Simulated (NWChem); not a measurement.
# H₂BO₃ anion

```xyz
6

O      0.0057    -1.4881     0.0000
B      0.0008    -0.2076     0.0000
O     -1.2148     0.6019    -0.0003
O      1.2101     0.6112     0.0003
H     -1.0478     1.5482     0.0179
H      1.0360     1.5562    -0.0180
```
Atoms are numbered in this order, from 1.

Level: B3LYP/def2-SVPD (NWChem), optimised geometry, unscaled harmonic frequencies. 

```
frequency (cm⁻¹)  IR intensity (km/mol)
----------------  ---------------------
109                                 0.1
418                               167.3
466                                 5.9
477                                 0.4
679                                31.5
774                                46.6
829                                 0.1
1060                               54.5
1069                              584.1
1605                              552.1
3849                                0.9
3871                                2.4
```

| Quantity | Result |
|---|---|
| zero-point energy | 21.7 kcal/mol |
| thermal correction to the enthalpy at 298.15 K (with zero-point energy) | 25.3 kcal/mol |
| heat capacity Cv | 14.8 cal/(mol K) |
| entropy at 298.15 K and 1 atm (symmetry number 2) | 67.4 cal/(mol K) |

Rigid rotor and harmonic oscillator.
